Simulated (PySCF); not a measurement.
## Atomic charges against the basis set

Species: C₂H₈AlFO.
Numbering: `[CH3:1][O+:2]([CH3:3])[AlH2-:4][F:5]` (hydrogens: H6, H7, H8 on C1; H9, H10, H11 on C3; H12, H13 on Al4)

PBE0 throughout (PySCF), one geometry, spherical d and f functions. Isolated species at its PBE0-D3(BJ)/def2-SVP geometry (one conformer only). Atoms taken as equivalent share a column and are averaged.

Mulliken charges (e):

```csv
basis,functions,C1/C3,O2,Al4,F5,H6 (×6),H12/H13
pcSseg-0,65,-0.325,-0.786,+1.118,-0.542,+0.255,-0.336
cc-pVDZ,114,+0.069,-0.389,+0.547,-0.437,+0.077,-0.160
aug-cc-pVDZ,191,+0.902,-0.339,-0.196,-0.633,-0.151,+0.135
IGLO-III,264,-0.242,-0.160,+1.097,-0.638,+0.141,-0.331
cc-pVTZ,266,-0.129,-0.145,+0.384,-0.387,+0.116,-0.145
```

IAO charges (e):

| basis | functions | C1/C3 | O2 | Al4 | F5 | H6 (×6) | H12/H13 |
| --- | --- | --- | --- | --- | --- | --- | --- |
| pcSseg-0 | 65 | -0.218 | -0.314 | +0.801 | -0.565 | +0.164 | -0.235 |
| cc-pVDZ | 114 | -0.204 | -0.317 | +0.854 | -0.594 | +0.159 | -0.244 |
| aug-cc-pVDZ | 191 | -0.214 | -0.320 | +0.870 | -0.607 | +0.162 | -0.245 |
| IGLO-III | 264 | -0.215 | -0.324 | +0.893 | -0.611 | +0.163 | -0.254 |
| cc-pVTZ | 266 | -0.214 | -0.323 | +0.884 | -0.607 | +0.163 | -0.251 |

Some averages cover members that differ in this geometry, most widely: H6 (×6), Mulliken in aug-cc-pVDZ -0.315 to -0.081; C1/C3, Mulliken in aug-cc-pVDZ +0.823 to +0.981; H6 (×6), Mulliken in cc-pVTZ +0.101 to +0.154; H6 (×6), Mulliken in IGLO-III +0.129 to +0.180 e.

**Question.** Which scheme is steadiest as the basis changes?

**Answer.** Largest range over the bases for any column: IAO 0.09 e, Mulliken 1.31 e. IAO charges move least and Mulliken charges most, counted in e.

**Question.** How much do the charges still move between the two largest bases, IGLO-III and cc-pVTZ?

**Answer.** At most, over all atoms: Mulliken 0.713 e, IAO 0.009 e.

**Question.** What do the same runs give for the total energy, the frontier levels and the dipole moment?

**Answer.** 
```json
{"basis": "pcSseg-0", "energy (Eh)": "-497.3407", "HOMO (eV)": "-7.48", "LUMO (eV)": "0.83", "μ (D)": "6.03"}
{"basis": "cc-pVDZ", "energy (Eh)": "-498.1953", "HOMO (eV)": "-7.38", "LUMO (eV)": "0.69", "μ (D)": "5.48"}
{"basis": "aug-cc-pVDZ", "energy (Eh)": "-498.2191", "HOMO (eV)": "-7.49", "LUMO (eV)": "-0.41", "μ (D)": "5.41"}
{"basis": "IGLO-III", "energy (Eh)": "-498.3147", "HOMO (eV)": "-7.48", "LUMO (eV)": "0.19", "μ (D)": "5.44"}
{"basis": "cc-pVTZ", "energy (Eh)": "-498.2974", "HOMO (eV)": "-7.45", "LUMO (eV)": "0.39", "μ (D)": "5.43"}
```

The dipole is fixed by the density alone, so its range of 0.62 D shows that the density itself changes with the basis, not only its division among atoms.
